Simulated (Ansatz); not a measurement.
def2 core potentials replace the inner electrons of Bi.

Z-matrix (Å, degrees):
```
Bi
O 1 2.0457
H 2 0.9701 1 121.24
O 1 2.0458 2 103.83 3 25.99
H 4 0.9701 1 121.23 2 -25.90
C 1 2.4548 2 94.28 3 121.48
H 6 1.0961 1 104.17 2 127.69
H 6 1.0975 7 117.17 1 -106.38
H 6 1.0975 7 117.17 8 -147.28
```
Charge +1, spin multiplicity 2.

All values below come from frozen-core CCSD(T)/def2-TZVPP // PBE0-D3(BJ)/def2-SVP run with Ansatz (a program for electronic structure).

```
Property                        Value
----------------------  -------------
HF energy               -403.86213 Ha
MP2 correlation energy    -1.07600 Ha
```

### Question
Estimate the CCSD correlation energy, the (T) correction, the total energy and the T1 diagnostic.

### Answer

```
Quantity                         Value
-----------------------  -------------
CCSD correlation energy    -1.06388 Ha
(T) correction             -0.03780 Ha
CCSD(T) total energy     -404.96380 Ha
T1 diagnostic                    0.024
```
